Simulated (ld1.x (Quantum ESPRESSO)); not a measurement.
# Reading a pseudo-wave (Ga (Z = 31))

Columns: radius, all-electron u(r) and pseudo u(r) of the 3d shell (level -21.25 eV) of gallium in the configuration [Ar] 3d10 4s2 4p0.75; LDA (PZ), scalar-relativistic, PAW scheme, ld1.x (Quantum ESPRESSO) 7.5.

```csv
r (bohr),all-electron,pseudo
0.118,0.2023,0.0119
0.235,0.6355,0.0856
0.353,0.9503,0.2474
0.470,1.0813,0.4669
0.588,1.0855,0.6828
0.705,1.0222,0.8260
0.822,0.9304,0.8673
0.940,0.8299,0.8209
1.058,0.7318,0.7319
1.175,0.6416,0.6416
1.292,0.5601,0.5601
1.410,0.4870,0.4870
1.528,0.4228,0.4228
1.645,0.3671,0.3671
1.763,0.3181,0.3181
1.880,0.2759,0.2759
1.998,0.2389,0.2389
2.115,0.2071,0.2071
2.232,0.1795,0.1795
2.350,0.1554,0.1554
2.468,0.1345,0.1345
2.585,0.1166,0.1166
2.702,0.1011,0.1011
2.820,0.0875,0.0875
2.938,0.0757,0.0757
3.055,0.0656,0.0656
```

**Question.** How many radial nodes do the two functions have?

**Answer.** The all-electron 3d function has n − l − 1 = 0; the pseudo-wave has 0.

**Question.** At about which radius was the pseudo-wave matched?

**Answer.** 1.15 bohr, where the columns begin to agree (steps of 0.12 bohr).

**Question.** Where does each function peak?

**Answer.** Outermost all-electron maximum near 0.59 bohr, pseudo maximum near 0.82 bohr (to the table’s step).

**Question.** Is the pseudo-wave norm-conserving?

**Answer.** No, it belongs to a PAW set: the norm inside the radius is not constrained, and the difference is carried by the augmentation charge.
